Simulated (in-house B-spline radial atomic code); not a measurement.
Computed with a B-spline radial atomic code. Model: two electrons, singlet ground state, non-relativistic, full CI in B-splines with partial waves to l = 8 (at full coupling up to 3e-4 hartree above the limit, correlation up to 0.6 % small), density held at that of full coupling by Lieb maximisation.

Along the adiabatic connection the electron repulsion is scaled by a coupling λ while a local potential keeps the density fixed. At λ = 0 the system is the Kohn-Sham one and W equals the exchange energy; the exchange-correlation energy is the area under W between 0 and 1. The kinetic energy rises with λ as the electrons avoid each other, with dT/dλ = −λ dW/dλ.

Command:
```bash
python run_ac.py task.json out
```
Settings (lengths in bohr, energies in hartree):
```
potential              yukawa
strength               4.67
lmax                   8
second                 0.594
```

Run time, properties included: 17 s on 1 thread of Intel(R) Xeon(R) Processor @ 2.30GHz, with other jobs on the host.

**W = mean repulsion less Hartree energy, and W of three functionals.**

Given: confinement screened point charge; nuclear charge 4.67; screening of the nucleus 0.594 1/bohr; external potential -Z exp(-k r)/r.

Computed: LDA exchange minus exact 372.33 millihartree; PBE exchange minus exact 44.323 millihartree.

```
coupling  W xc (hartree)  W xc minus exchange (millihartree)  kinetic minus Kohn-Sham (millihartree)  LDA (PW92) W minus its exchange (millihartree)  PBE W minus its exchange (millihartree)  SCAN W minus its exchange (millihartree)
       0         -2.6519                                   0                                       0                                               0                                        0                                         0
    0.02               ?                                   ?                                       ?                                               ?                                        ?                                         ?
    0.05         -2.6566                               -4.69                                     0.1                                          -29.87                                    -4.63                                     -4.57
    0.12         -2.6631                             -11.188                                     0.7                                          -59.25                                   -11.19                                    -10.81
    0.25         -2.6749                             -23.051                                     2.9                                         -102.49                                   -23.38                                    -22.08
     0.4         -2.6883                             -36.418                                     7.2                                         -143.42                                   -37.34                                    -34.63
     0.6         -2.7056                             -53.727                                    15.8                                         -189.58                                   -55.64                                    -50.73
     0.8         -2.7223                             -70.472                                    27.6                                         -229.55                                   -73.49                                    -66.19
       1         -2.7386                             -86.682                                    42.1                                         -265.18                                   -90.86                                    -81.07
     1.4               ?                                   ?                                       ?                                               ?                                        ?                                         ?
       2         -2.8124                             -160.49                                   151.9                                         -404.53                                  -170.49                                   -148.23
       3         -2.8759                             -224.01                                   309.9                                         -507.37                                  -239.37                                   -205.84
     4.5          -2.956                             -304.13                                   608.4                                         -625.33                                  -326.72                                   -278.99
       7         -3.0599                             -408.01                                  1199.2                                         -768.09                                  -441.69                                   -375.72
      10         -3.1516                              -499.7                                  1971.4                                         -890.41                                  -546.26                                   -463.84
```

(1) What belongs in the row 0.02?

(2) What belongs in the row 1.4?

(3) What is the SCAN exchange minus exact?

**Energy parts, natural occupations and partial-wave weights.**

Computed: total energy -14.0287 hartree; correlation energy -0.044544 hartree; kinetic part of the DFT correlation energy 0.042138 hartree; initial slope twice GL2 -0.094218 hartree; kinetic part over minus potential part 0.48612; Kohn-Sham kinetic 18.511 hartree; Lieb Oxford ratio E_xc over LDA exchange 1.1829.

```json
{"natural": "s", "occupation of the shell (electrons)": "1.9973"}
{"natural": "p", "occupation of the shell (electrons)": "?"}
{"natural": "s", "occupation of the shell (electrons)": "0.0010566"}
{"natural": "d", "occupation of the shell (electrons)": "7.5309e-05"}
{"natural": "p", "occupation of the shell (electrons)": "5.4788e-05"}
{"natural": "s", "occupation of the shell (electrons)": "2.3753e-05"}
```

(4) What belongs in the row p?

```tsv
wave	weight
s	0.9992
p	0.00075296
d	4.2395e-05
f	?
g	1.4656e-06
```

(5) What belongs in the row f?

(6) What is the Hartree energy?

(7) What is the exchange energy?

Results:

(1) W xc (hartree): -2.6538; W xc minus exchange (millihartree): -1.881; kinetic minus Kohn-Sham (millihartree): 0; LDA (PW92) W minus its exchange (millihartree): -14.17; PBE W minus its exchange (millihartree): -1.85; SCAN W minus its exchange (millihartree): -1.84.

(2) W xc (hartree): -2.7695; W xc minus exchange (millihartree): -117.59; kinetic minus Kohn-Sham (millihartree): 79.2; LDA (PW92) W minus its exchange (millihartree): -327.19; PBE W minus its exchange (millihartree): -124.13; SCAN W minus its exchange (millihartree): -109.27.

(3) -5.6528 millihartree.

(4) occupation of the shell (electrons): 0.0014454.

(5) weight: 6.1916e-06.

(6) 5.3037 hartree.

(7) -2.6519 hartree.

Half-way to full coupling W has made 52 % of its drop, against 50 % for a straight line, and second-order (GL2) theory, half the initial slope, overshoots the correlation energy by about 6 %: correlation is weak here. Over couplings 0 to 1 the errors in E_xc come to about +259 millihartree for LDA, +43 millihartree for PBE, -3.1 millihartree for SCAN, so SCAN is nearest. In LDA and PBE and SCAN the errors of exchange and correlation have opposite signs, so the sum is smaller than the larger of the two.
